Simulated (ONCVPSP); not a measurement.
**Before and after: ONCV potential for titanium (Ti)**

Ti, optimised norm-conserving Vanderbilt (ONCV), made with ONCVPSP 4.0.1 (PBEsol, scalar-relativistic). Core [Ne] 3s2, reference 3p6 3d2 4s1.5 4p0.5. Waves: 4s: rc 2.70 bohr, ncon 4, nbas 8, qcut 2.8 1/bohr, 2 projectors, debl 3.6 Ha; 3p+4p: rc 1.75 bohr, ncon 3, nbas 6, qcut 9.3 1/bohr, 2 projectors; 3d: rc 2.50 bohr, ncon 4, nbas 9, qcut 6.4 1/bohr, 2 projectors, debl 3.9 Ha; f scattering state at 0.09 Ha: rc 1.75 bohr, ncon 4, nbas 8, qcut 6.3 1/bohr, local. Local part: the f channel. Core correction: Teter function fitted to the true core (icmod 2), fcfact 0.5.

Change: all radii but the core radius scaled by about 1.13 (s 3.04, p 1.98, d 2.82, f 1.98 bohr).

Cutoffs: the cutoffs (Ha) at which the residual kinetic energy of the hardest occupied pseudo-wave falls to 1 and 0.1 mHa per electron; they do not see the model core or the augmentation charge, which bear on the density cutoff. Errors are all-electron minus pseudo energies relative to the spin-unpolarised reference configuration.

Q: How do hardness, ghosts and transferability respond?

A: The potential gets softer (20 Ha and 25 Ha → 19 Ha and 22 Ha); of the 4 tests that both files solve, the error grows in 2 and shrinks in 0 by more than 15 % and 0.3 meV (median size 0.5 → 0.9 meV); neither file shows a bound ghost. A larger radius leaves more room for a smooth pseudo-wave, so fewer plane waves are needed.

| quantity | base | changed |
| --- | --- | --- |
| cutoff, loose | 20 Ha | 19 Ha |
| cutoff, tight | 25 Ha | 22 Ha |
| loose cutoff by channel | s 2.8 Ha, p 20 Ha, d 15 Ha | s 2.6 Ha, p 19 Ha, d 14 Ha |
| bound ghosts | none | none |
| GHOST(+) flags under 300 eV | s at 71.2 eV | s at 70.0 eV |
| error for 3p6 3d2 4s2 4p0, meV [ΔE -1.53 eV] | -0.6 | -0.6 |
| error for 3p6 3d2 4s1 4p0, meV [ΔE 5.83 eV] | +0.3 | +0.9 |
| error for 3p6 3d2 4s0 4p0, meV [ΔE 19.30 eV] | +0.4 | -6.6 |
| error for 3p6 3d2 4s1 4p1, meV [ΔE 1.56 eV] | -0.9 | -1.0 |
| rms error of d²Exc/dni dnj with the model core, mHa | 1.57 | 1.80 |
